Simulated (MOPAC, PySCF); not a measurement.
C2H4OSe, SMILES `CC(=O)[SeH]` (O–C–Se–H torsion 180°), neutral singlet in the gas phase. 

Z-matrix (Å, degrees):
```
C
O 1 1.1939
C 1 1.5066 2 124.97
H 3 1.0888 1 109.04 2 0.67
H 3 1.0906 4 110.04 1 -120.71
H 3 1.0907 4 109.99 5 -118.73
Se 1 1.9758 2 118.61 3 -179.90
H 7 1.4722 1 95.92 2 180.00
```
Charge 0, multiplicity 1.

All levels are single points at this geometry (B3LYP-D3(BJ)/def2-TZVP); Pople sets use spherical d functions. Orbital energies aren't observables, and empty levels follow the basis.

```csv
level,HOMO (eV),LUMO (eV),gap (eV),dipole (D),"vertical IE, Delta-SCF (eV)"
PBE-D3(BJ)/def2-TZVP in PySCF,-6.17,-1.86,4.30,2.95,–
TPSSh-D3(BJ)/def2-TZVP in PySCF,-6.70,-1.30,5.40,3.03,9.54
B3LYP/3-21G in PySCF,-6.66,-0.48,6.18,3.09,–
B3LYP/6-311+G** (LANL2DZ on Se) in PySCF,-7.12,-1.04,6.07,3.50,–
B3LYP/6-31G* in PySCF,-6.87,-0.69,6.19,3.13,9.52
B3LYP/LANL2DZ in PySCF,-7.05,-0.99,6.07,3.59,–
M06-2X/6-31G* in PySCF,-8.32,0.56,8.88,3.23,–
PBE/6-31G* in PySCF,-5.94,-1.55,4.40,3.04,–
SVWN5/6-31G* in PySCF,-6.07,-1.75,4.33,3.19,–
HF/3-21G in PySCF,-9.75,3.87,13.62,3.59,–
AM1 in MOPAC,-8.16,-0.43,7.73,2.83,–
PM3 in MOPAC,-9.82,-1.20,8.62,3.14,–
PM7 in MOPAC,-8.60,-0.40,8.20,3.63,–
```
